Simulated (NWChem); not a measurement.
System: InH2OCl; SMILES [OH][InH][Cl]

Results from NWChem. Coordinates come from a PBE0/def2-SVP optimisation. Not confirmed as a minimum by frequencies. def2 effective core potentials on In; no spin-orbit coupling. Gas phase, vertical. One conformer.

CAM-B3LYP/def2-SVPD, TDA puts singlet state 3 at 6.03 eV with oscillator strength 0.051.

Task: Give the wavelength, the transition dipole and the radiative lifetime of that state in vacuum.

Result: 
1. λ = 1239.84/6.03 = 206 nm, or 48640 cm⁻¹.
2. f = (2/3) ΔE μ² in atomic units, so μ = √(1.5 f/ΔE) = 0.59 a.u. = 1.49 D.
3. τ = 1.499 s cm⁻² / (f ν²) = 12 ns, for a non-degenerate state that emits at the vertical energy; a higher state like this one mostly decays faster by other paths.
